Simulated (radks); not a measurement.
Spin polarisation of the 4s1 shell in the calcium ion Ca+. Start: [Ar] 4s(up 0.5, down 0.5); electrons of 4s are moved from spin down to spin up, other shells keep equal spins. Method: non-relativistic Kohn-Sham, TPSS, spin-polarised, spherical densities, point nucleus; meta-GGA in the generalised Kohn-Sham scheme; computed with a radial shooting solver on a logarithmic mesh with Libxc functionals.

moment (Bohr magnetons)  E - E(0) (eV)  e(4s up) (eV)  e(4s down) (eV)  3p down minus up (eV)  3s down minus up (eV)  2p down minus up (eV)
0                                0.000         -8.728           -8.728                 0.000                  0.000                 0.000
0.25                            -0.020         -8.885           -8.577                  0.034                  0.029                  0.007
0.5                             -0.075         -9.035           -8.467                  0.068                  0.057                  0.015
0.75                            -0.155         -9.161           -8.493                  0.103                  0.087                  0.022

At moment 0.75 the spin-polarisation energy is -0.155 eV and the 4s exchange splitting 0.668 eV, that is 0.890 eV per Bohr magneton; E = -I m^2/4 would give I = 1.103 eV.
